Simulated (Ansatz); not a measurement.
Ansatz (a first-principles code) input (RPA@PBE/cc-pV(T+d)Z):
A basis named .json is the Basis Set Exchange file of that set.

Ansatz 0.2 input:
```yaml
crystal:
  periodic: [false, false, false]
  atoms:
    - {symbol: C, position_ang: [-1.58610345, -0.87424208, 1.84978852]}
    - {symbol: Si, position_ang: [-1.59946850, -0.81590761, -0.01478079]}
    - {symbol: C, position_ang: [-2.69435493, 0.55483395, -0.64841423]}
    - {symbol: O, position_ang: [-0.05851052, -0.58484816, -0.57972236]}
    - {symbol: Si, position_ang: [1.25166386, 0.29274050, -0.22191811]}
    - {symbol: O, position_ang: [2.16710662, 0.46668005, -1.56955926]}
    - {symbol: O, position_ang: [0.68831998, 1.69974564, 0.39967360]}
    - {symbol: O, position_ang: [2.22715385, -0.37522777, 0.90742122]}
    - {symbol: H, position_ang: [-2.58476481, -1.08195507, 2.24149594]}
    - {symbol: H, position_ang: [-0.91103589, -1.65080277, 2.21433390]}
    - {symbol: H, position_ang: [-1.25251309, 0.08218363, 2.25829455]}
    - {symbol: H, position_ang: [-2.04385269, -2.11944031, -0.56604642]}
    - {symbol: H, position_ang: [-2.33672537, 1.52052360, -0.28462389]}
    - {symbol: H, position_ang: [-2.69988292, 0.58290820, -1.73993822]}
    - {symbol: H, position_ang: [-3.72501278, 0.42183035, -0.31067629]}
    - {symbol: H, position_ang: [1.70589641, 0.56694907, -2.40571701]}
    - {symbol: H, position_ang: [1.32356735, 2.27265968, 0.83609396]}
    - {symbol: H, position_ang: [2.88377937, -1.00486601, 0.59981655]}
basis:
  gaussian:
    orbitals: cc-pV_T+d_Z.json
hamiltonian:
  xc: pbe
magnetization: {spin_polarized: false}
correlation: {method: rpa, electrons: outside_noble_gas}
```

Output:

```
Functional definition: PBE
integrals: 1.80 GiB planned
2301 factors; integrals over basis functions are off by at most 1.3e-3 eV
0.50 GiB of the device are held for the grids
2.65 GiB of device memory are held for the factors and their scratch space
mean field: 4.06 GiB planned
mean field evaluation 1: about -26140.6426 eV, gradient 1.4e2 eV
mean field evaluation 2: about -26140.6240 eV, gradient 1.4e2 eV
mean field evaluation 4: about -26171.9536 eV, gradient 2.6e1 eV
mean field evaluation 8: about -26173.2459 eV, gradient 3.8e-1 eV
mean field evaluation 16: about -26173.2415 eV, gradient 3.8e-4 eV
mean field -26173.24146000 eV, -961.8488827949 hartree, gradient 7.6e-6 eV, S^2 0.000000; 0 other end points of the search recorded, 0 dependent functions left out
16 core orbitals not correlated
reference -26103.64363450 eV, -959.2912098826 hartree; 25, 25 occupied and 357, 357 virtual orbitals, 2301 factors
Total energy: -26170.55575487 eV, -961.7501849515 hartree
```
